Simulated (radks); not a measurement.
Q: All-electron atom: Ar II in [Ne] 3s1 3p5 4s1 (not the ground configuration). Calculated with a radial shooting solver on a logarithmic mesh with Libxc functionals: scalar-relativistic Kohn-Sham, PBE, spin-polarised, spherical densities, point nucleus; open shells are filled with parallel spins first. Some entries of the table are withheld. Estimate them.

| orbital | occ. | eigenvalue (eV) | <r> (bohr) | r(max) (bohr) |
|---|---|---|---|---|
| 1s up | 1 | -3144.543 | 0.08573 | 0.05606 |
| 1s down | 1 | -3143.981 | 0.08572 | 0.05606 |
| 2s up | 1 | -320.4568 | 0.4138 | 0.3384 |
| 2s down | 1 | -319.8910 | 0.4136 | 0.3386 |
| 2p up | 3 | -253.4652 | 0.3763 | 0.2806 |
| 2p down | 3 | -252.8043 | 0.3761 | 0.2808 |
| 3s up | 1 | -44.7764 | 1.325 | 1.146 |
| 3s down | 0 | -41.8549 | 1.337 | 1.151 |
| 3p up | 3 | -29.5772 | 1.464 | 1.224 |
| 3p down | 2 | -26.8715 | 1.489 | 1.235 |
| 3d up | 0 | (1) | 2.134 | 1.477 |
| 4s up | 1 | -8.6878 | 3.852 | 3.433 |
| 3d down | 0 | (2) | 2.268 | 1.561 |
| 4p up | 0 | -5.9536 | 4.634 | 4.061 |

A: 
(1) 3d up eigenvalue (eV): -8.9982
(2) 3d down eigenvalue (eV): -6.9750
